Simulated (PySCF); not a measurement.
## Working out the ionisation energy of Br⁺

Br⁺ [Ar] 3d10 4s2 4p4 (3P) → Br²⁺ [Ar] 3d10 4s2 4p3 (4S). All numbers are calculated (PySCF 2.14, scalar relativity by spin-free X2C-1e, in Sapporo-DKH3-DZP-2012 (6s5p3d1f, 43 functions)). Frozen: [Ar] 3d10. Energies in hartree (1 hartree = 27.21139 eV):

```
            part   Br⁺ (lower)  Br²⁺ (upper)
             UHF  -2603.957744  -2603.214140
CCSD correlation     -0.091885     -0.074953
             (T)     -0.001137     -0.000750
```

Q: What does Hartree-Fock give?

A: (-2603.214140) − (-2603.957744) = 0.743604 hartree = 20.234 eV.

Q: What do CCSD and CCSD(T) give?

A: The CCSD correlation energies differ by 0.016932 hartree = 0.461 eV and the triples by 0.000387 hartree = 0.011 eV, so CCSD gives 20.695 eV and CCSD(T) 20.706 eV.

Measured between the centres of the two terms (NIST): 21.409 eV, so CCSD(T) (valence) is off by -0.703 eV.

A double-zeta basis recovers only part of the correlation energy.

What remains against the reference includes basis incompleteness, the frozen core and higher excitations.
